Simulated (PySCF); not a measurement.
# Electronic structure of Be (beryllium, neutral) at the UHF level

Configuration: [He] 2s2, closed-shell 1S. All numbers are calculated (PySCF 2.14, the spin-free X2C one-electron Hamiltonian (Gaussian nucleus), in aug-cc-pVDZ-DK (4s3p2d, 23 functions)).

```
Total energy                        : -14.574886 hartree
One-electron energy                 : -19.0633 hartree
Hartree (Coulomb) energy            : 7.1558 hartree
Exchange energy                     : -2.6674 hartree
⟨S²⟩                                : 0.0000
⟨L²⟩                                : 0.000
Sum of ⟨r⟩                          : 6.135 bohr
Sum of ⟨r²⟩                         : 17.36 bohr²
Langevin diamagnetic susceptibility : -13.8 ×10⁻⁶ cm³/mol
Time after the integrals            : 0.04 s of wall time on 1 thread of Neoverse-V1 (shared host)
```

```csv
shell,electrons,mean orbital energy (eV),"rms radius, mean of both spins (bohr)"
1s,2,-128.81,0.483
2s,2,-8.420,2.91
```
